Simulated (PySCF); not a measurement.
# Correlation energy of Cd⁺ (cadmium, charge +1)

[Kr] 4d10 5s1, 2S determinant. Calculation: PySCF 2.14, in def2-TZVP with the def2 core potential (28 electrons); a scalar-relativistic core potential. Frozen: 4s2 4p6; 11 electrons correlated.

MP2 pair energies summed by pair of shells (mhartree):

```
 pair   energy  share (%)
4d-4d  -259.31       89.8
4d-5s   -29.45       10.2
```

Total MP2 correlation energy: -288.76 mhartree.

Same-spin part -109.36 and opposite-spin part -179.40 mhartree; SCS-MP2 scales them by 1/3 and 6/5 to -251.73 mhartree.

```tsv
level	correlation energy (mhartree)
CCSD	-276.73
(T)	-2.93
CCSD(T)	-279.66
```

Diagnostics: T1 = 0.0067, D1 = 0.0306, largest double amplitude 0.023.

Cost of the coupled-cluster step: 2 s of wall time on 1 thread of Neoverse-N1 (shared host), for 11 correlated electrons.
